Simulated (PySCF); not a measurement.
C₅H₈F₃Si (doublet state).
SMILES with atom numbers: `[CH2:1]=[C:2]([CH2:3][SiH3:4])[C:5]([F:6])[CH:7]([F:8])[F:9]` (hydrogens: H10, H11 on C1; H12, H13 on C3; H14, H15, H16 on Si4; H17 on C7)

Cartesian coordinates in Å at the GFN2-xTB level; atoms count from 1:
```xyz
17
C5H8F3Si angstrom
C      0.358   -1.454   -0.742
C      0.119   -0.154   -0.370
C     -1.192    0.495   -0.662
Si    -2.363    0.344    0.846
C      1.073    0.578    0.325
F      0.810    1.860    0.675
C      2.420    0.126    0.772
F      2.350   -0.968    1.583
F      3.210   -0.260   -0.269
H     -0.393   -2.010   -1.271
H      1.285   -1.953   -0.532
H     -1.646    0.023   -1.532
H     -1.045    1.549   -0.894
H     -2.541   -1.078    1.142
H     -3.635    0.964    0.475
H     -1.765    1.028    1.990
H      2.947    0.922    1.321
```

The hyperfine couplings belong to this conformer and change with its torsions.

Method used: PySCF, UKS B3LYP, pcH-1 on C F H Si, non-relativistic, mean-field spin-orbit, GIAO. One conformer (not necessarily the lowest) at the GFN2-xTB geometry, without solvent, vibrations or thermal averaging. The geometry wasn't refined by DFT: couplings that depend on bond lengths, twists or pyramidal angles can differ widely from those at the functional's own minimum. The SCF solution wasn't tested for stability. ⟨S²⟩ is 0.778 where a pure state has 0.75.

**Question.** Break the g tensor into its mass correction, gauge correction and orbital-Zeeman/spin–orbit terms.

**Answer.** 
```csv
Δg (ppm),1,2,3
relativistic mass correction,-193,-193,-193
gauge correction,5,58,45
orbital Zeeman/spin–orbit,337,1207,1942
total,148,1072,1794
```

So g = 2.00247, 2.00339, 2.00411 and g_iso = 2.00332; the tensor is rhombic: the two nearest values differ by 44 % of g3 − g1. Axes: g2 points within 6° of the C1–C2 bond.

**Question.** What effective moment and Curie constant follow for a powder?

**Answer.** With the mean of g² = 4.0133 and S(S+1) = 0.75: μ_eff = √(⟨g²⟩S(S+1)) = 1.735 μB and χT = 0.12505·⟨g²⟩·S(S+1) = 0.376 cm³ K/mol (cgs; spin-Hamiltonian part alone).

**Question.** What are the electron Larmor frequencies g μB B/h along the three axes at 350 mT?

**Answer.** 9.8095, 9.8140, 9.8175 GHz for g1, g2 and g3, a range of 8.1 MHz.

**Question.** At 33.923 GHz, how far is the centre of the isotropic spectrum from where a free electron (g = 2.002319) resonates?

**Answer.** B = hν/(g μB) with μB/h = 13.99624 MHz/mT gives 1210.46 mT for the free electron and 1209.85 mT at g_iso, 0.61 mT lower.

**Question.** In a frozen sample, at which fields do the three g values resonate at 9.5, 34, 94 and 263 GHz (hyperfine left aside), and which band first spreads them over more than twice a line width of 1.0 mT?

**Answer.** 
```tsv
band	GHz	B(g3) mT	B(g2) mT	B(g1) mT	spread mT
X	9.5	338.68	338.80	338.96	0.28
Q	34.0	1212.12	1212.56	1213.11	1.00
W	94.0	3351.15	3352.36	3353.91	2.75
J	263.0	9376.09	9379.47	9383.80	7.71
```

The spread grows in proportion to the frequency. W band is the first where it exceeds 2.0 mT.

The largest Mulliken spin populations are on C1 (+0.65), C5 (+0.60) and C2 (-0.25). The positive populations add up to 1.35 and the negative ones to -0.35, together 2S = 1. The angles at C1 add up to 360.0°, so it is planar; its axial dipolar tensor and the negative couplings of its protons fit spin in a p orbital normal to that plane.

The HOMO–LUMO gaps are 5.80 eV among the α and 4.76 eV among the β orbitals.
